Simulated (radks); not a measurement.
Ionisation of neutral platinum, [Xe] 4f14 5d9 6s1, to [Xe] 4f14 5d9 as the strength of local exchange is varied. All-electron calculation, Dirac Kohn-Sham, Slater X-alpha exchange (alpha = 2/3 is LDA exchange), no correlation, spin-unpolarised, spherical densities, point nucleus; open shells are shared between the two j in proportion to 2j + 1. Program: a radial shooting solver on a logarithmic mesh with Libxc functionals.

alpha,E(Pt) (hartree),exchange (hartree),IE (eV),-e of the level emptied (eV),<r> of it (bohr)
0.587,-18387.8860,-297.3881,7.971,4.500 (6s1/2),3.024
0.631,-18410.1921,-320.0991,8.258,4.755 (6s1/2),2.991
0.667,-18428.4643,-338.7242,8.498,4.968 (6s1/2),2.964
0.753,-18472.1937,-383.3753,9.084,5.498 (6s1/2),2.901
0.82,-18506.3393,-418.3156,9.555,5.928 (6s1/2),2.853
0.858,-18525.7355,-438.1924,9.827,6.178 (6s1/2),2.827
1.023,-18610.2083,-525.0013,11.049,7.318 (6s1/2),2.718

NIST Atomic Spectra Database: 8.959 eV (measured). The Delta-SCF value meets it near alpha = 0.73. Spin polarisation and multiplet splitting are left out, so open shells lie too high by an amount that depends on their filling. Sharing an open shell by 2j + 1 raises it above the true ground level by a part of the spin-orbit splitting, which enters the differences from NIST.

Beside tabulated values, note that spin-unpolarised runs miss the spin-polarisation part of the exchange energy of open shells.
